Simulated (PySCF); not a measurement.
Ligands exchanged one at a time, Si C2H5-SH. Isolated molecules, 0 K electronic values unless said otherwise. One relaxed conformer stands for each flexible species; it need not be the lowest. Strings in code marks are SMILES.

The HOMO from two functionals at the same geometries (PBE0-D4/def2-SVP), both in PySCF: PBE-D3(BJ)/def2-TZVP and PBE0-D4/def2-TZVP. 

```tsv
species	PBE0-D4/def2-TZVP (eV)
0 of 4 C2H5 replaced by SH (`CC[Si](CC)(CC)CC`)	-7.63
1 of 4 C2H5 replaced by SH (`CC[Si](CC)(S)CC`)	-6.99
2 of 4 C2H5 replaced by SH (`S[Si](S)(CC)CC`)	-7.03
3 of 4 C2H5 replaced by SH (`CC[Si](S)(S)S`)	-7.35
4 of 4 C2H5 replaced by SH (`S[Si](S)(S)S`)	-7.47
```

### Question
What does PBE-D3(BJ)/def2-TZVP give for each?

### Answer

- 0 of 4 C2H5 replaced by SH (`CC[Si](CC)(CC)CC`): -6.37
- 1 of 4 C2H5 replaced by SH (`CC[Si](CC)(S)CC`): -5.78
- 2 of 4 C2H5 replaced by SH (`S[Si](S)(CC)CC`): -5.83
- 3 of 4 C2H5 replaced by SH (`CC[Si](S)(S)S`): -6.14
- 4 of 4 C2H5 replaced by SH (`S[Si](S)(S)S`): -6.25
Over these rows, drawn at random from the members with no instability flagged (it was tested for open shells, ions and some series alone), PBE minus PBE0-D4: mean +1.22 eV, from +1.20 eV to +1.26 eV.
